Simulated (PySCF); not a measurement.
# Correlation energy of N³⁺ (nitrogen, charge +3)

[He] 2s2, closed-shell 1S. Calculation: PySCF 2.14, in 6-31G* (3s2p1d, 14 functions); no relativity, point nucleus. Frozen: 1s2; 2 electrons correlated.

Total MP2 correlation energy: -46.21 mhartree.

Same-spin part 0.00 and opposite-spin part -46.21 mhartree; SCS-MP2 scales them by 1/3 and 6/5 to -55.45 mhartree.

With two correlated electrons CCSD is exact within the correlated space (frozen core and kept virtual orbitals).

| level | correlation energy (mhartree) |
| --- | --- |
| CCSD | -85.12 |

Diagnostics: T1 = 0.0067, D1 = 0.0095, largest double amplitude 0.157.

Is a single reference adequate?

Not fully. A double-excitation amplitude exceeds 0.15, a sign of near-degeneracy.
